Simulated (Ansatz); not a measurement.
Compare A (`O[Si@H]1O[C@H]1F`) with its isomer B (`FC1O[SiH2]O1`).

Computed with Ansatz on PBE0-D4/def2-TZVP structures; ΔE is electronic, products minus reactants. CBS: MP2 limit from def2 TZ/QZ plus the TZ coupled-cluster correction, frozen cores. Functionals use def2-TZVPP. B3LYP here is the variant with VWN-RPA as its local correlation; programs differ in this. One conformer a species, not always the lowest.

A:

```xyz
8

O     1.244   -0.728    1.242
Si    0.754    0.228    0.028
O    -0.085   -0.416   -1.252
C    -0.982    0.386   -0.459
F    -1.915   -0.386    0.179
H     0.627   -1.387    1.569
H     1.855    1.154   -0.268
H    -1.497    1.150   -1.038
```

B:

Z-matrix (Å, degrees):
```
C
O 1 1.403
Si 1 2.147 2 51.1
F 1 1.349 2 110.4 3 116.9
O 1 1.403 2 102.3 3 -0.6
H 1 1.093 2 112.9 3 -122.2
H 3 1.478 1 123.7 2 -89.6
H 3 1.479 1 125.3 2 90.4
```

Task: Which isomer does CCSD(T)/CBS put lower? Give the gap. (An estimate is asked.)

Result: The calculation gave: B, by 12.1 kcal/mol.

Task: Give E(B) − E(A) in kcal/mol with BLYP-D4, B3LYP, PBE0-D4, MP2/def2-TZVPP, PBE-D4, r2SCAN-D4, LDA (SPW92). (Best estimate.)

Result: Ansatz gave: BLYP-D4 -8.2, B3LYP -10.9, PBE0-D4 -12.4, MP2/def2-TZVPP -12.9, PBE-D4 -9.1, r2SCAN-D4 -11.2, LDA (SPW92) -11.2. None reverses the order clearly.

Task: Does the order hold for the free energy at 298.15 K (harmonic terms from PBE0-D4)? (Estimate.)

Result: Ansatz gave: Yes: G(B) − G(A) = -11.7 kcal/mol, for one conformer each.

Largest T1 diagnostic: 0.014.

From r2SCAN to r2SCAN0 (25 % exact exchange), in def2-TZVPP and without D4, E(B) − E(A) moves by −2.3 kcal/mol. Leaving LDA and LC-ωPBE aside and taking each functional with its dispersion term where it has one, the values, not all of them listed here, spread over 6.7 kcal/mol, from BHLYP-D4 to BLYP-D4. LDA lies −2.1 kcal/mol from PBE without D4.
